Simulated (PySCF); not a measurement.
## NMR data sheet: C₄H₁₇NSi₃

```yaml
Formula: C4H17NSi3
SMILES: CC(C)(C)[SiH2]N([SiH3])[SiH3]
InChI: InChI=1S/C4H17NSi3/c1-4(2,3)8-5(6)7/h8H2,1-3,6-7H3
Point_group_of_the_computed_structure: C1
Degrees_of_unsaturation: 0
Carbon_signals: 2
Proton_signals: 3
```

Structure with atom numbers: `[CH3:1][C:2]([CH3:3])([CH3:4])[SiH2:5][N:6]([SiH3:7])[SiH3:8]`. Hydrogens are named by the atom that carries them.

- geometry: GFN2-xTB
- GIAO PBE0/pcSseg-1 shieldings
- run in PySCF 2.14
- isolated molecule, single conformer, averaged over atoms made equivalent by symmetry, fast rotation or ring inversion, relativity neglected

References, each an isolated molecule treated in the same way: ¹H (σref 31.72) and ¹³C (σref 186.93) and ²⁹Si (σref 349.16) vs TMS; ¹⁵N (σref 267.73) against NH3.

| carbon | δC, type | δH (multiplicity) | HMBC from (2–3 bonds) | span of the C tensor (ppm) |
| --- | --- | --- | --- | --- |
| C1/C3/C4 | 27.5, CH3 | 0.99 (s) | H(Si5), H(C1)/H(C3)/H(C4) | 42 |
| C2 | 23.8, C | – | H(Si5), H(C1)/H(C3)/H(C4) | 10 |

Other nuclei:
```json
{"atoms": "H(Si7)/H(Si8)", "nucleus": "¹H", "environment": "hydrogen on a silicon bonded to N", "δ (ppm)": "4.86", "σ (ppm)": "26.85"}
{"atoms": "H(Si5)", "nucleus": "¹H", "environment": "hydrogen on a silicon bonded to C, N", "δ (ppm)": "4.70", "σ (ppm)": "27.02"}
{"atoms": "Si5", "nucleus": "²⁹Si", "environment": "silicon bonded to C, N, 2 H", "δ (ppm)": "-1.5", "σ (ppm)": "350.7"}
{"atoms": "Si7/Si8", "nucleus": "²⁹Si", "environment": "silicon bonded to N, 3 H", "δ (ppm)": "-44.9", "σ (ppm)": "394.1"}
{"atoms": "N6", "nucleus": "¹⁵N", "environment": "nitrogen bonded to 3 Si", "δ (ppm)": "-1.0", "σ (ppm)": "268.8"}
```

- Carbon types of the structure: 1 × C, 3 × CH3, leaving 8 H on heteroatoms.
- δC 27.5: methyl carbon; a saturated carbon with 1 carbon neighbour and no heteroatom attached.
- δC 23.8: fully substituted sp3 carbon bonded to Si.
- δH 4.86: hydrogen on a silicon bonded to N.
- δH 4.70: hydrogen on a silicon bonded to C, N.
- δH 0.99: hydrogen on a methyl carbon.

Shifts are as computed. Against solution values, carbons near 30 ppm lie about +3 ppm off and those near 130 ppm about +5 ppm. Of 1211 compounds with measured shifts, 218 miss one by over three times the rms of a fit or turn the order of signals round; such compounds aren't used in these exercises. Experimental scales use liquid or dissolved standards, which lie at an offset from isolated NH3 (liquid NH3: subtract about 20 ppm). Multiplicities follow the n + 1 count of equivalent neighbours, as no J values were calculated; m marks all less simple cases, F and P coupling included.
